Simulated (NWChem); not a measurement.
System: SnIF, singlet; SMILES [F][Sn][I]

The following NWChem deck was run.

```
start job
memory heap 200 mb stack 900 mb global 1100 mb
geometry units angstroms noautoz
  Sn     0.311267     1.262720     0.000000
  F     -1.560145     1.827923     0.000000
  I     -0.073522    -1.454427     0.000000
end
basis spherical
  * library def2-svp
end
ecp
  Sn library def2-ecp
  I library def2-ecp
end
dft
  xc b3lyp
  iterations 150
  vectors input atomic output neutral.movecs
end
task dft energy
charge 1
dft
  odft
  mult 2
  vectors input atomic output cation.movecs
end
task dft energy
```

NWChem printed, in part:

```
             Northwest Computational Chemistry Package (NWChem) 7.3.0
             --------------------------------------------------------

 CS  symmetry detected

                             Geometry "geometry" -> ""
                             -------------------------

 Output coordinates in angstroms (scale by  1.889725989 to convert to a.u.)

  No.       Tag          Charge          X              Y              Z
 ---- ---------------- ---------- -------------- -------------- --------------
    1 Sn                  50.0000     0.31707079     1.24439989     0.00000000
    2 F                    9.0000    -1.56120235     1.78636603     0.00000000
    3 I                   53.0000    -0.03401355    -1.47730733     0.00000000

 Effective nuclear repulsion energy (a.u.)     702.8646529698

      Symmetry information
      --------------------

 Group name             Cs
 Group number              2
 Group order               2
 No. of unique centers     3

                                 NWChem DFT Module
                                 -----------------

 Summary of "ao basis" -> "ao basis" (spherical)
 ------------------------------------------------------------------------------
       Tag                 Description            Shells   Functions and Types
 ---------------- ------------------------------  ------  ---------------------
 Sn                         def2-svp                10       26   4s4p2d
 F                          def2-svp                 6       14   3s2p1d
 I                          def2-svp                10       26   4s4p2d

      Symmetry analysis of basis
      --------------------------

        a'         46
        a"         20

            General Information
            -------------------
          SCF calculation type: DFT
          Wavefunction type:  closed shell.
          No. of atoms     :     3
          No. of electrons :    56
           Alpha electrons :    28
            Beta electrons :    28
          Charge           :     0
          Spin multiplicity:     1
          Use of symmetry is: on ; symmetry adaption is: on
          Maximum number of iterations: 150
          AO basis - number of functions:    66
                     number of shells:    26
          Convergence on energy requested:  1.00D-06
          Convergence on density requested:  1.00D-05
          Convergence on gradient requested:  5.00D-04

              XC Information
              --------------
                         B3LYP Method XC Potential
                     Hartree-Fock (Exact) Exchange  0.200
                        Slater Exchange Functional  0.800 local
                    Becke 1988 Exchange Functional  0.720 non-local
              Lee-Yang-Parr Correlation Functional  0.810
                  VWN I RPA Correlation Functional  0.190 local

             Grid Information
             ----------------
          Grid used for XC integration:  medium
          Radial quadrature: Mura-Knowles
          Angular quadrature: Lebedev.
          Tag              B.-S. Rad. Rad. Pts. Rad. Cut. Ang. Pts.
          ---              ---------- --------- --------- ---------
          Sn                  1.45      123          10.0       590
          F                   0.50       49          10.0       434
          I                   1.40      123          10.0       590
          Grid pruning is: on
          Number of quadrature shells:   295
          Spatial weights used:  Erf1

      Superposition of Atomic Density Guess
      -------------------------------------

 Sum of atomic energies:        -695.51537425

      Non-variational initial energy
      ------------------------------

 Total energy =    -609.221333
 1-e energy   =   -1417.491853
 2-e energy   =     615.573308
 HOMO         =      -0.291836
 LUMO         =      -0.051587

      Symmetry analysis of molecular orbitals - initial
      -------------------------------------------------

  Numbering of irreducible representations:

     1 a'          2 a"

  Orbital symmetries:

     1 a'          2 a'          3 a'          4 a'          5 a'
     6 a"          7 a'          8 a'          9 a"         10 a'
    11 a'         12 a"         13 a'         14 a"         15 a'
    16 a'         17 a'         18 a"         19 a"         20 a'
    21 a'         22 a'         23 a'         24 a"         25 a'
    26 a"         27 a'         28 a'         29 a"         30 a'
    31 a'         32 a'         33 a'         34 a"         35 a'
    36 a"         37 a'         38 a'

   convergence    iter        energy       DeltaE   RMS-Dens  Diis-err
 ---------------- ----- ----------------- --------- --------- ---------
 d= 0,ls=0.0,diis     1   -611.9180917116 -8.05D+02  3.51D-02  6.66D-01
 d= 0,ls=0.0,diis     2   -611.1526522339  7.65D-01  2.18D-02  8.62D+00
 d= 0,ls=0.0,diis     3   -612.0046032979 -8.52D-01  8.44D-03  7.49D-02
 d= 0,ls=0.0,diis     4   -612.0141446248 -9.54D-03  3.38D-03  4.29D-02
 d= 0,ls=0.0,diis     5   -612.0218930099 -7.75D-03  3.16D-04  3.32D-04
  Resetting Diis
 d= 0,ls=0.0,diis     6   -612.0219413398 -4.83D-05  8.38D-05  2.06D-05
 d= 0,ls=0.0,diis     7   -612.0219443618 -3.02D-06  5.99D-05  2.11D-06
 d= 0,ls=0.0,diis     8   -612.0219438761  4.86D-07  3.29D-05  6.40D-06
 d= 0,ls=0.0,diis     9   -612.0219447161 -8.40D-07  5.62D-06  1.57D-07

         Total DFT energy =     -612.021944716079
      One electron energy =    -1419.025706865598
           Coulomb energy =      665.286418784320
    Exchange-Corr. energy =      -50.979867867043
 Nuclear repulsion energy =      192.697211232242

 Numeric. integr. density =       55.999993637285

                  Occupations of the irreducible representations
                  ----------------------------------------------

                     irrep           alpha         beta
                     --------     --------     --------
                     a'               20.0         20.0
                     a"                8.0          8.0

                       DFT Final Molecular Orbital Analysis
                       ------------------------------------

 Vector   26  Occ=2.000000D+00  E=-2.770566D-01  Symmetry=a'
              MO Center=  1.3D-01, -2.2D-01, -4.5D-15, r^2= 4.7D+00
   Bfn.  Coefficient  Atom+Function         Bfn.  Coefficient  Atom+Function
  ----- ------------  ---------------      ----- ------------  ---------------
    52      0.459012  3 I  py                55      0.394854  3 I  py
     3     -0.308090  1 Sn s                  4     -0.254562  1 Sn s
    12     -0.223831  1 Sn py                11     -0.187783  1 Sn px
    49     -0.185205  3 I  py                51     -0.173169  3 I  px
    31     -0.150194  2 F  py                46     -0.150402  3 I  py

 Vector   27  Occ=2.000000D+00  E=-2.748342D-01  Symmetry=a"
              MO Center= -2.3D-02, -1.2D+00,  4.2D-15, r^2= 2.5D+00
   Bfn.  Coefficient  Atom+Function         Bfn.  Coefficient  Atom+Function
  ----- ------------  ---------------      ----- ------------  ---------------
    53      0.573890  3 I  pz                56      0.523853  3 I  pz
    50     -0.235224  3 I  pz                47     -0.190577  3 I  pz
    13      0.125852  1 Sn pz                16      0.087539  1 Sn pz
    32      0.085852  2 F  pz                35     -0.067347  2 F  pz
    18      0.044883  1 Sn d -1              23     -0.042174  1 Sn d -1

 Vector   28  Occ=2.000000D+00  E=-2.645955D-01  Symmetry=a'
              MO Center= -3.3D-02, -1.1D+00, -1.1D-15, r^2= 3.2D+00
   Bfn.  Coefficient  Atom+Function         Bfn.  Coefficient  Atom+Function
  ----- ------------  ---------------      ----- ------------  ---------------
    51      0.563710  3 I  px                54      0.517248  3 I  px
    48     -0.230318  3 I  px                 3     -0.199146  1 Sn s
    45     -0.186433  3 I  px                 4     -0.145706  1 Sn s
    30     -0.129439  2 F  px                33      0.101636  2 F  px
    12     -0.100603  1 Sn py                52      0.091302  3 I  py

 Vector   29  Occ=0.000000D+00  E=-1.183811D-01  Symmetry=a"
              MO Center=  2.8D-01,  1.1D+00, -3.6D-14, r^2= 3.9D+00
   Bfn.  Coefficient  Atom+Function         Bfn.  Coefficient  Atom+Function
  ----- ------------  ---------------      ----- ------------  ---------------
    13      0.568425  1 Sn pz                16      0.554988  1 Sn pz
    56     -0.240096  3 I  pz                53     -0.190956  3 I  pz
    32      0.178619  2 F  pz                10     -0.174617  1 Sn pz
     7     -0.162645  1 Sn pz                35     -0.156045  2 F  pz
    50      0.078149  3 I  pz                47      0.062577  3 I  pz

 Vector   30  Occ=0.000000D+00  E=-4.213860D-02  Symmetry=a'
              MO Center=  3.1D-01,  8.8D-01, -1.8D-15, r^2= 5.6D+00
   Bfn.  Coefficient  Atom+Function         Bfn.  Coefficient  Atom+Function
  ----- ------------  ---------------      ----- ------------  ---------------
    15      0.820121  1 Sn py                55      0.588923  3 I  py
    12      0.512842  1 Sn py                44      0.383083  3 I  s
     3     -0.276805  1 Sn s                 52      0.255356  3 I  py
    43      0.202951  3 I  s                  9     -0.154280  1 Sn py
     6     -0.142734  1 Sn py                 4     -0.122414  1 Sn s

 Vector   31  Occ=0.000000D+00  E=-2.681747D-02  Symmetry=a'
              MO Center=  3.1D-01,  1.0D+00, -5.9D-16, r^2= 4.6D+00
   Bfn.  Coefficient  Atom+Function         Bfn.  Coefficient  Atom+Function
  ----- ------------  ---------------      ----- ------------  ---------------
    14      0.785324  1 Sn px                11      0.387477  1 Sn px
     3     -0.384910  1 Sn s                 29      0.336221  2 F  s
    30     -0.211561  2 F  px                55      0.187404  3 I  py
    54     -0.183667  3 I  px                33      0.182682  2 F  px
     8     -0.131538  1 Sn px                 2      0.120937  1 Sn s

[...]
```

Level: B3LYP/def2-SVP with def2 effective core potentials on Sn, I, vertical spin-unrestricted ions. Low-valent species are run as closed-shell singlets; no triplet was tried in these runs. Coordinates come from a PBE0/def2-SVP optimisation. def2 effective core potentials on Sn, I; no spin-orbit coupling.
